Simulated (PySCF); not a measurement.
Species: Sn(OMe)Me3, C₄H₁₂OSn.
Structure used (PBE0-D3(BJ)/def2-SVP), in Å, numbered top down from 1:
```
atom  x, y, z in Å
Sn1   -0.1565   -0.2633   -0.3192
O2    -0.1566   -0.2700    1.6859
C3     0.4396    0.7650    2.3962
H4     1.5269    0.8740    2.1932
H5     0.3388    0.5717    3.4797
H6    -0.0226    1.7571    2.2050
C7     1.9023   -0.2782   -0.9401
H8     2.3524    0.7175   -0.8205
H9     1.9794   -0.5755   -1.9961
H10    2.4624   -0.9986   -0.3270
C11   -1.2004    1.5087   -0.9511
H12   -1.4858    1.4213   -2.0097
H13   -0.5686    2.3995   -0.8271
H14   -2.1115    1.6309   -0.3481
C15   -1.2007   -2.0721   -0.7799
H16   -2.1632   -2.0826   -0.2498
H17   -0.6066   -2.9369   -0.4529
H18   -1.3856   -2.1516   -1.8608
```

Method used: TDDFT B3LYP/def2-SVPD, vertical, gas phase, core orbitals frozen in the response, def2 core potentials past Kr in PySCF 2.14.0, density-fitted response routines. Spin–orbit coupling is left out.

Ground-to-excited transition dipoles (e·a0, same axes as the geometry; the sign carries no meaning), for the states with f of 0.002 or more among the lowest 8:

```json
{"state": "S1", "E (eV)": "5.669", "μx": "0.356", "μy": "-0.205", "μz": "0.004"}
{"state": "S3", "E (eV)": "6.245", "μx": "-0.126", "μy": "-0.223", "μz": "0.337"}
{"state": "S4", "E (eV)": "6.617", "μx": "-0.148", "μy": "0.087", "μz": "-0.001"}
{"state": "S5", "E (eV)": "6.725", "μx": "-0.095", "μy": "-0.154", "μz": "0.063"}
{"state": "S6", "E (eV)": "6.878", "μx": "0.355", "μy": "0.614", "μz": "0.322"}
{"state": "S7", "E (eV)": "6.977", "μx": "-0.398", "μy": "0.270", "μz": "-0.052"}
{"state": "S8", "E (eV)": "6.988", "μx": "-0.170", "μy": "-0.188", "μz": "0.423"}
```

(1) What oscillator strength does each state have?

(2) Which bond between heavy atoms lies closest to the direction of the S6 transition dipole?

(3) What angle do the transition dipoles of S1 and S8 make?

(4) How is the summed strength of these states shared among x, y and z?

## Answers

(1) f = (2/3) ΔE |μ|² with ΔE in hartree (27.2114 eV).

```csv
state,|μ|² (au),|μ| (D),f
S1,0.169,1.04,0.023
S3,0.179,1.07,0.027
S4,0.029,0.44,0.005
S5,0.037,0.49,0.006
S6,0.606,1.98,0.102
S7,0.234,1.23,0.040
S8,0.243,1.25,0.042
```

(2) O2–C3, at 6° from it; next Sn1–C15 at 12°.

(3) |cos θ| = |μa·μb| / (|μa| |μb|) = 0.10, so θ ≈ 84° (taken between 0 and 90°, since the signs are arbitrary).

(4) (2/3) Σ ΔE μα² gives 0.078 for x, 0.101 for y and 0.066 for z, 0.245 in all.
